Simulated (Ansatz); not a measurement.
Ansatz (an electronic-structure program) input file for Al(F)(Me)(NHMe) (C2H7AlFN), SMILES C[NH][Al]([CH3])[F], PBE/def2-SVPD. Geometry optimised at B3LYP-D3(BJ)/def2-SVP. The values are those of a single conformer.

Ansatz 0.2 input:
```yaml
crystal:
  periodic: [false, false, false]
  atoms:
    - {symbol: Al, position_ang: [-0.10511893, 0.52167056, -0.00000000]}
    - {symbol: F, position_ang: [-1.35107612, 1.63912812, 0.00000000]}
    - {symbol: C, position_ang: [1.74402673, 1.11894614, 0.00000000]}
    - {symbol: H, position_ang: [2.45946551, 0.28100242, 0.00000000]}
    - {symbol: H, position_ang: [1.95492706, 1.74230756, 0.88539189]}
    - {symbol: H, position_ang: [1.95492706, 1.74230755, -0.88539189]}
    - {symbol: N, position_ang: [-0.61248036, -1.17675575, 0.00000000]}
    - {symbol: C, position_ang: [0.20630496, -2.37561318, 0.00000000]}
    - {symbol: H, position_ang: [-1.60680711, -1.39269568, 0.00000000]}
    - {symbol: H, position_ang: [0.03683243, -3.01077815, -0.89053535]}
    - {symbol: H, position_ang: [0.03683242, -3.01077815, 0.89053536]}
    - {symbol: H, position_ang: [1.27542614, -2.10794336, -0.00000000]}
basis:
  gaussian:
    orbitals: def2-SVPD
hamiltonian:
  xc: {name: PBE}
```

Log of the run:

```
WARN ansatz: RAYON_NUM_THREADS=1 ignored (pool sized by the plan → 1); use --threads N
Functional definition: PBE
integrals: 0.09 GiB planned
1375 factors; their error is unknown
mean field: 0.63 GiB planned
mean field evaluation 1: about -12959.0915 eV, gradient 9.2e1 eV
mean field evaluation 2: about -12907.8589 eV, gradient 1.6e2 eV
mean field evaluation 4: about -12977.1133 eV, gradient 1.5e1 eV
mean field evaluation 8: about -12977.6072 eV, gradient 2.4e-1 eV
mean field evaluation 16: about -12977.5271 eV, gradient 3.6e-4 eV
mean field -12977.52707345 eV, -476.9153234657 hartree, gradient 4.0e-5 eV, S^2 0.000000; 0 other end points of the search recorded, 0 dependent functions left out
reference -12977.52712679 eV, -476.9153254258 hartree; 24, 24 occupied and 139, 139 virtual orbitals, 1375 factors
Total energy: -12977.52712679 eV, -476.9153254258 hartree
```

Self-consistency was reached.
